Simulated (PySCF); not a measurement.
I3Pb, charge -1, singlet, at a GFN2-xTB geometry (such geometries of metal compounds can be far from the true shape) (core potentials on I, Pb). Base run: DF-M062X/def2-SVP (PySCF).

PySCF was given this input:
```python
from pyscf import gto, scf, dft

mol = gto.M(
    atom='''
Pb   -0.00801113   -0.00941235    0.81054775
I     0.42898299   -2.52528977   -0.44320013
I     1.98287322    1.63760001   -0.37950125
I    -2.39946163    0.90225226   -0.43135362
''',
    basis='def2-svp',
    ecp={'I': 'def2-svp', 'Pb': 'def2-svp'},
    charge=-1,
    verbose=4,
)

mf = dft.RKS(mol)
mf.xc = 'm062x'
mf = mf.density_fit(auxbasis='def2-universal-jkfit')
mf.kernel()
```

Each row names what was changed in the base input (with any setting that the change needs).

```csv
change,E (Eh),HOMO (eV),HOMO-LUMO gap (eV),core-seconds (rough),outcome
base,-1085.89284,-3.58,6.55,20,converged
functional = tpss,-1085.85359,-1.72,3.46,40,converged
functional = wb97m_v,-,-,-,-,cut at the time limit
functional = pbe; dispersion = d3bjm,-1086.27728,-1.61,3.32,20,converged
functional = bhandhlyp,-1085.97636,-3.28,6.27,10,converged
functional = b3lyp5,-1086.22387,-2.22,4.45,10,converged
functional = blyp; dispersion = d3bjm,-1086.05777,-1.37,3.26,20,converged
functional = b3lyp; dispersion = d4,-1086.60846,-2.31,4.46,10,converged
functional = m06,-1086.45437,-2.40,4.71,20,converged
functional = tpssh,-1085.91316,-2.09,4.05,20,converged
functional = pw6b95,-1086.88884,-2.56,4.91,20,converged
functional = blyp; dispersion = d4,-1086.05633,-1.37,3.26,20,converged
functional = lc_wpbe,-1086.37024,-4.77,8.77,30,converged
```

Total energies compare only within one method and basis.
